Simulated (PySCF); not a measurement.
Start geometry of (ClGaO)3 ring, Cl3Ga3O3 from GFN2-xTB (Å):
```
atom  x, y, z in Å
Ga1    0.3738    1.6942   -0.0540
Cl2    0.5404    3.7824   -0.3293
O3    -1.1443    1.1024    0.7772
Ga4   -1.3353   -0.6194    0.8775
Cl5   -3.1819   -1.3510    1.6978
O6    -0.2639   -1.7059    0.1409
Ga7    1.2097   -1.1549   -0.7234
Cl8    2.4951   -2.4364   -1.6987
O9     1.4392    0.6192   -0.7136
```

Question: What comes out of this run: PBE0-D3(BJ)/def2-SVP geometry optimisation, gas phase in PySCF 2.14.0?

Answer: 
```
atom  x, y, z in Å
Ga1    0.2371    1.7799   -0.1361
Cl2    0.4929    3.8732   -0.3018
O3    -1.1740    1.0889    0.7000
Ga4   -1.4439   -0.6658    0.8152
Cl5   -3.1384   -1.4952    1.7690
O6    -0.2210   -1.7327    0.0898
Ga7    1.2460   -1.1154   -0.7008
Cl8    2.7111   -2.4526   -1.4305
O9     1.4229    0.6501   -0.8306
```

The energy falls by 48.3 kJ/mol over 11 energy and gradient evaluations, the largest force component goes from 0.0696 to 1.9e-04 Eh/bohr, and the atoms move by 0.123 Å rms after alignment. The bond that changes most is Ga1–O9 (ends: gallium bonded to Cl and 2 O; oxygen bonded to 2 Ga), which lengthens by 0.128 Å. Bonds longer at the end by more than 0.005 Å: 4 of 9; shorter: 4. Among the angles that change most is Ga1–O3–Ga4, from 116.0° to 122.2°. Among the dihedrals that turn most is Cl2–Ga1–O9–Ga7, from -170° to 180°. Rotational constants go from 434.9, 426.9, 216.0 to 420.1, 413.4, 208.4 MHz. The orientation of the end geometry is arbitrary; only internal coordinates are fixed.

The run used 192 basis functions and 72 SCF cycles in all. Time: 6.7 min wall; peak memory 1.4 GiB. Hardware: one thread, Arm Neoverse V2 (aarch64), shared host.

Not checked by PBE0-D3(BJ)/def2-SVP frequencies. One conformer, not necessarily the lowest.
